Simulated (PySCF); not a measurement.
A compound of formula C22H14 has these computed shifts in ppm, with the number of atoms in brackets (GIAO KT3/pcSseg-1, gas phase, PySCF SCF with an in-house response code, fitting set def2-universal-JFIT, grid level 2, non-relativistic, on the GFN2-xTB geometry; 13C, 1H against isolated TMS).

1H: 8.64 (1), 7.68 (1), 7.59 (1), 7.32 (1), 7.29 (1), 7.23 (1), 7.22 (1), 7.19 (1), 6.88 (1), 6.75 (1), 6.75 (1), 6.70 (1), 6.63 (1), 6.30 (1)
13C: 141.6 (1), 137.0 (1), 136.9 (1), 134.6 (1), 133.4 (1), 132.7 (1), 131.2 (1), 129.2 (1), 129.0 (1), 128.5 (1), 125.4 (1), 124.6 (1), 123.2 (1), 123.0 (1), 122.5 (1), 122.1 (1), 120.9 (1), 120.0 (1), 119.4 (1), 119.2 (1), 119.2 (1), 111.2 (1)

Task: Which structure gave them?

Result: c1ccc2cc3ccc4cccc5cccc(c54)c3c2cc1. Other isomers were not compared.
